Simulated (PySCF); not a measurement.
Coordinates in bohr (charge 0 multiplicity 4):
```
Fe    0.0000    0.0000   -0.2567
Cl    0.0000    0.0000    3.7454
Cl    3.7631    0.0000   -1.6675
Cl   -3.7631    0.0000   -1.6675
```

All numbers come from UB3LYP/[Fe def2-SVP, Cl def2-SVP], no relativity, density fitting, PySCF.

This geometry of FeCl₃ is a stationary point at this level.

**Question.** What is the point group?

**Answer.** C2v.

**Question.** Is it a minimum?

**Answer.** Yes: all harmonic wavenumbers are real, though the softest, 53 cm⁻¹, leaves little margin.

**Question.** List the harmonic modes with their infrared intensities.

**Answer.** 
```csv
symmetry,ω (cm⁻¹),IR (km/mol),type
b2,53,0.0,bend
a1,99,1.6,bend
b1,114,10.7,bend
a1,328,0.1,stretch
a1,433,37.3,stretch
b2,480,77.4,stretch
```

**Question.** What is the atomisation energy, with and without zero-point energy?

**Answer.** 921 kJ/mol without, 912 kJ/mol with.

In C2v the vibrations span 2b2 + 3a1 + b1. Here b1 is antisymmetric to the molecular plane and b2 lies in it.

The determinant is spin-contaminated (⟨S²⟩ = 3.98, pure value 3.75). Only a few start shapes were tried, so a lower isomer may exist. Open d and f shells are described by one determinant, and the ground state may have another occupation or spin. At this level a sextet minimum of D3h symmetry lies 72 kJ/mol below this structure.
